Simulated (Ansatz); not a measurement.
Correlation energies of CH7SbSi (`[SiH3][CH2][SbH2]`) by basis set

```xyz
10

Si   -0.973   -0.467    0.652
C     0.239    0.904    0.289
Sb    1.651    0.453   -1.296
H    -1.913   -0.092    1.748
H    -0.242   -1.694    1.066
H    -1.773   -0.773   -0.563
H     0.835    1.146    1.173
H    -0.280    1.818   -0.012
H     0.457   -0.177   -2.349
H     1.999   -1.117   -0.709
```

Total charge 0; spin multiplicity 1. Correlated methods include outer-core shells of Sb, which these sets cover unevenly. Sb takes the def2 core potential. All single points use the PBE0-D4/def2-TZVP geometry. Frozen core, restricted reference, Ansatz.

```
     basis     HF (Eh)  MP2 corr.
  def2-SVP  -569.98277   -0.37626
def2-TZVPP  -570.14206   -0.67075
def2-QZVPP  -570.15516   -0.93001
```

**Question.** Estimate the CCSD correlation energy and the (T) correction in each basis where they were run (hartree).

**Answer.** 
| basis | CCSD corr. | (T) |
| --- | --- | --- |
| def2-SVP | -0.43167 | -0.01255 |
| def2-TZVPP | -0.70622 | -0.02345 |
